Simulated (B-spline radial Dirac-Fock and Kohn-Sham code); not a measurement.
## Atomic SCF run for Xe⁶⁺

ΔSCF core binding energies without Breit or QED terms, calculated with an atomic code on a B-spline grid. Keys: rel is the Hamiltonian (dirac, or spin-free x2c and nr, where L3 and M5 stand for the whole 2p and 3d shells), method is hf or an exchange,correlation pair (spin-unpolarised, also for the hole states), nuc the nuclear model, radius_factor scales its radius, rmax is the box in bohr, h the logarithmic mesh step, order the B-spline order, points the quadrature points per cell, c_factor scales the speed of light, and damp, ndamp, maxit and tol steer the iteration. The run stops when the commutator error falls below 10·tol·max(1, Z/10), or the numerical noise floor, and the energy has settled to about 1e-8 Ha; the virial ratio is −V/T.

Input (task.json):

```json
{"items": [{"Z": 54, "q": 6, "cfg": [[1, 0, 2], [2, 0, 2], [2, 1, 6], [3, 0, 2], [3, 1, 6], [3, 2, 10], [4, 0, 2], [4, 1, 6], [4, 2, 10], [5, 0, 2]], "A": 132, "rrms": 4.7859, "do": "settings", "holes": ["K", "L3", "M5"],
  "settings": [{"rel": "dirac", "method": "hf", "nuc": "fermi", "radius_factor": 1.0, "rmax": 45.0, "h": 0.3, "order": 8, "points": 2, "c_factor": 1.0, "maxit": 93, "damp": 0.5, "ndamp": 3, "tol": 1e-08}]}]}
```

Command: `python xray2_run.py task.json out`

Ground-state iterations:

```
iter   energy (Ha)        error
   1    -7414.01136354  1.84e+00
   2    -7433.66279449  7.38e-01
   3    -7438.24836740  2.25e-01
   4    -7438.67739964  7.77e-02
   5    -7438.71681464  2.45e-02
   6    -7438.72366427  2.09e-03
   7    -7438.72370192  5.80e-04
   8    -7438.72370444  4.63e-05
   9    -7438.72370445  1.42e-06
  10    -7438.72370445  2.26e-07
```

The ground state converged in 10 iterations, with total energy -7438.72370 Ha, virial ratio 1.94124 and highest orbital energy -89.97 eV. ΔSCF binding energies: K (1s) 34769.7 eV, L3 (2p3/2) 4877.6 eV, M5 (3d5/2) 757.3 eV.

Q: One setting is unsound. Which, and why?

A: points is too small to integrate the splines. With the default settings (Dirac Hartree-Fock): The ground state converged in 10 iterations, with total energy -7438.73837 Ha, virial ratio 1.94124 and highest orbital energy -89.91 eV. ΔSCF binding energies: K (1s) 34769.7 eV, L3 (2p3/2) 4877.6 eV, M5 (3d5/2) 757.5 eV.
